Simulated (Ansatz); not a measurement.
Computed with Ansatz on PBE0-D4/def2-TZVP structures; ΔE is electronic, products minus reactants. CBS: MP2 limit from def2 TZ/QZ plus the TZ coupled-cluster correction, frozen cores. This one scheme is used for every species. DFT in def2-TZVPP. For Ga outer-core shells are correlated without core-valence functions, which leaves a few kJ/mol of doubt a bond. Scalar relativity is left out up to krypton. One conformer a species, not always the lowest.

`[OH][Ga]([SH])[SiH2]F` + H₂ → `[OH][GaH][SH]` + `F[SiH3]`  (hydrogenolysis of a Ga–Si bond)

```csv
level,ΔE (kcal/mol),difference from CCSD(T)/CBS
BHLYP-D4,-3.7,-1.0
B2PLYP,-4.0,-1.3
revPBE,-0.7,2.0
r2SCAN,-1.9,0.8
BHLYP,-6.3,-3.6
LC-ωPBE,-4.4,-1.7
RPA@PBE/def2-TZVPP,-4.0,-1.3
HF/def2-TZVPP,-10.1,-7.4
MP2/def2-QZVPP,-3.1,-0.4
CCSD/CBS(def2),-3.9,-1.2
CCSD(T)/CBS,-2.7,0
```

Largest T1 diagnostic among the species: 0.014.

At CCSD(T), def2-SVP lies −3.1 kcal/mol from the extrapolated value and def2-TZVPP −0.9 kcal/mol. From r2SCAN to r2SCAN0 (25 % exact exchange), in def2-TZVPP and without D4, ΔE moves by −1.4 kcal/mol.
